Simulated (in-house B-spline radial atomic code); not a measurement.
Values are calculated unless marked as measured or tabulated.
## Ghost states of the separable form: N

N, [He] 2s2 2p3, non-relativistic PBE, spherical and spin-unpolarised, from a B-spline radial code for spherical atoms (atomic units; all potentials screened as in the neutral atom).

Troullier-Martins channels: 2s (ε = -0.6820, r_c = 0.859 bohr), 2p (ε = -0.2607, r_c = 1.281 bohr). In the Kleinman-Bylander form one channel serves as the local potential, and each other channel l becomes |δV u><u δV|/<u|δV|u>, with δV = V_l − V_local and u the pseudo-orbital. Its strength is E_KB = <u|δV²|u>/<u|δV|u>. By the analysis of Gonze, Stumpf and Scheffler a spurious state lies below the reference level ε if E_KB > 0 and ε is above the second level of the local potential alone, or if E_KB < 0 and ε is above its first. The table's levels are those of angular momentum l in a sphere of 9 bohr, whose wall can lift a shallow ε a little above its free-atom value.

```
local  channel  <u δV u>  <u δV² u>        ε  first local level  second local level
    p        s   0.63378     5.0427  -0.6820            -3.4407             -0.0944
    s        p  -0.83482     6.6438  -0.2607            -0.0362              0.1473
```

Question: Apply the rule to each row.

Answer: Local p, channel s: E_KB = +7.96, so ε = -0.6820 is set against -0.0944: no ghost. Local s, channel p: E_KB = -7.96, so ε = -0.2607 is set against -0.0362: no ghost.

Diagonalising the separable Hamiltonian gives:

```
local  channel      three lowest levels  all-electron, two lowest valence levels
    p        s  -0.6820, 0.0224, 0.2758                          -0.6820, 0.0224
    s        p  -0.2607, 0.0840, 0.3499                          -0.2607, 0.0840
```

Question: Which choices of local channel are safe?

Answer: All are free of ghosts. Among the safe choices the second level, which tests transfer, is off by at most 0.0 millihartree (s local), 0.0 millihartree (p local).
